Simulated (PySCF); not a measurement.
# C₆ coefficients of unlike pairs at UHF

Calculated with PySCF 2.14 from the dipole response of each species, C₆(A,B) = (3/π) ∫ α_A(iu) α_B(iu) du, in atomic units, from isotropic polarisabilities. For ions this is the dispersion term alone; charge-induced terms of lower order in 1/R come first.

| species | configuration | basis | relativity | α (bohr³) | C₆ (like pair) |
| --- | --- | --- | --- | --- | --- |
| Ca | [Ar] 4s2 (1S) | aug-cc-pwCVTZ-X2C with one added diffuse shell each of s, p, d, f type (10s9p7d4f) | spin-free X2C | 182.8 | 2716 |
| Mg | [Ne] 3s2 (1S) | dyall-av3z (20s13p6d4f) | none | 81.58 | 766.2 |
| N+ | [He] 2s2 2p2 (3P) | aug-cc-pwCVDZ (5s4p2d) | none | 3.960 | 8.441 |
| O(3+) | [He] 2s2 2p1 (2P) | dyall-acv3z (15s9p4d2f) | none | 1.420 | 1.328 |

Task: Estimate C₆ for O(3+) with Ca.

Result: The integral gives 39.13. The combination rule 2 C_A C_B / (C_A α_B/α_A + C_B α_A/α_B) gives 37.55 and the geometric mean 60.05.

No spin-orbit coupling is included.

The other pairs:

```
     pair     C₆
   Mg, Ca   1423
O(3+), Mg  22.81
O(3+), N+  3.327
   N+, Ca  105.6
   N+, Mg  61.32
```
